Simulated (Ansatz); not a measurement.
W₄⁺. Total charge 1; doublet. Geometry PBE0-D4/def2-SVP; atoms count from 1.

```tsv
atom	x (Å)	y (Å)	z (Å)
W1	-0.900	-0.981	-0.690
W2	-0.488	1.410	0.141
W3	1.172	-0.224	-0.942
W4	0.217	-0.206	1.491
```

In the def2 sets W takes a core potential; there is no spin–orbit coupling. The charge 1 doublet is spin-contaminated (final ⟨S²⟩ up to 1.21, 0.75 for a pure state). The structure comes from a short search, and lower isomers may exist.

(1) Estimate the Mulliken populations from the PBE0/def2-TZVP orbitals of Ansatz.

(2) Where does the spin sit?

(3) And the Mayer bond orders between heavy atoms (over 0.3)?

Answers

(1) 
```
atom  charge (e)  spin (α − β)  d electrons
  W1        0.24         -0.51         4.56
  W2        0.24         -0.51         4.56
  W3        0.26          1.01         4.58
  W4        0.26          1.01         4.58
```
Mulliken values depend strongly on the basis.

(2) Summed by element: W 1.00, of 1 unpaired in all. Largest on single atoms: W3 1.01, W4 1.01, W1 -0.51.

(3) W1–W2 1.48 (2.56 Å); W1–W3 2.89 (2.22 Å); W1–W4 1.43 (2.57 Å); W2–W3 1.43 (2.57 Å); W2–W4 2.89 (2.22 Å); W3–W4 1.36 (2.61 Å).
